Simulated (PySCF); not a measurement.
From one molecule to another.

First species: C7H6F3N.
InChI=1S/C7H6F3N/c8-7(9,10)4-6-2-1-3-11-5-6/h1-3,5H,4H2

Second species: C8H12ClN.
SMILES: `CN(C)C1=CCCC=C1Cl`

Levels: PBE0/pcSseg-1 for dipole moment, HOMO energy, LUMO energy and HOMO–LUMO gap; GFN2-xTB for rotational constant A and rotational constant C. Geometries: GFN2-xTB. All species are isolated and taken at one optimised geometry, non-relativistic unless stated; the electronic structure was computed with PySCF and density fitting.

Dipoles, sizes and rotational constants follow the conformer. The torsions of the flexible species, by atom-mapped SMILES:
- `[F:1][C:2]([F:3])([F:4])[CH2:5][c:6]1[cH:7][cH:8][cH:9][n:10][cH:11]1`: F1–C2–C5–C6 -61°, C2–C5–C6–C7 84°
- `[CH3:1][N:2]([CH3:3])[C:4]1=[CH:5][CH2:6][CH2:7][CH:8]=[C:9]1[Cl:10]`: C1–N2–C4–C5 13°

```tsv
property	column X	column Y
dipole moment	1.91 D	2.62 D
HOMO energy	-5.69 eV	-7.58 eV
LUMO energy	-0.71 eV	-1.04 eV
HOMO–LUMO gap	4.98 eV	6.54 eV
rotational constant A	1.396 GHz	2.650 GHz
rotational constant C	0.690 GHz	0.619 GHz
```

(1) Which column belongs to which species?

(2) How does each property change from the first species to the second?

## Answers

(1) Column X is the second species and column Y the first. The first has 17 atoms and 82 electrons, the second 22 and 84.

(2) dipole moment -0.71 D; HOMO energy +1.89 eV; LUMO energy +0.33 eV; HOMO–LUMO gap -1.56 eV; rotational constant A -1.254 GHz; rotational constant C +0.071 GHz.

On the first: A dipole of 2.62 D is allowed in C1, and pure rotational transitions are dipole-allowed. In atomic units the dipole is 1.03 e·bohr (1 au = 2.5417 D).

On the second: The dipole equals about 6.4 × 10⁻³⁰ C·m (1 D = 3.33564 × 10⁻³⁰ C·m).
